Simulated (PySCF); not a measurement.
Radial density of Bi (bismuth, neutral)

TPSS, [Xe] 4f14 5d10 6s2 6p3, high-spin 4S determinant. All numbers are calculated (PySCF 2.14, scalar relativity by spin-free X2C-1e, in aug-cc-pVQZ-DK3 (10s9p7d4f2g, 118 functions)).

```
r (bohr)  4πr²ρ (e/bohr)  4πr²(ρα − ρβ)
  0.0127           114.8         0.0060
  0.0214           102.2         0.0172
  0.0359           141.0         0.0224
  0.0604           147.1        -0.0035
   0.102           129.4         0.0198
   0.171           127.5         0.0105
   0.288           91.17         0.0632
   0.484           65.85         0.0014
   0.814           26.83         0.1609
    1.37           11.23         0.1100
    2.30           3.128         1.2851
    3.87          0.7090         0.5871
    6.51         0.03540         0.0344
    11.0       0.0002126         0.0002
```

Densities and radii are taken from the X2C orbitals without a picture-change correction, which distorts them close to the nucleus.

Spin-orbit coupling, which splits the p, d and f shells strongly at this Z, is absent. Spin-orbit coupling is strong in this species (close to jj coupling), so the high-spin LS determinant is a model state, not a physical level.

Task: Where is the radial spin density 4πr²(ρα − ρβ) most negative, and why is it negative at all?

Result: Around r = 0.0604 bohr, down to -0.0035 e/bohr: exchange with the open shell polarises the paired shells in an unrestricted calculation.
